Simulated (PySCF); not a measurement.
Radial density of I⁴⁹⁺ (iodine, charge +49)

UHF, [He] 2s2, closed-shell 1S. Computed with PySCF 2.14 in an even-tempered Gaussian basis (19 s from 26 bohr⁻², ratio 2.2; 8 p from 39 bohr⁻², ratio 2.4; 5 d from 120 bohr⁻², ratio 2.4; 5 f from 180 bohr⁻², ratio 2.4; 4 g from 260 bohr⁻², ratio 2.4), with the spin-free X2C one-electron Hamiltonian (Gaussian nucleus).

```tsv
r (bohr)	4πr²ρ (e/bohr)
0.0224	58.12
0.0377	28.06
0.0635	16.11
0.107	19.52
0.180	4.581
0.302	0.06976
0.508	1.511e-05
```

Densities and radii are taken from the X2C orbitals without a picture-change correction, which distorts them close to the nucleus.
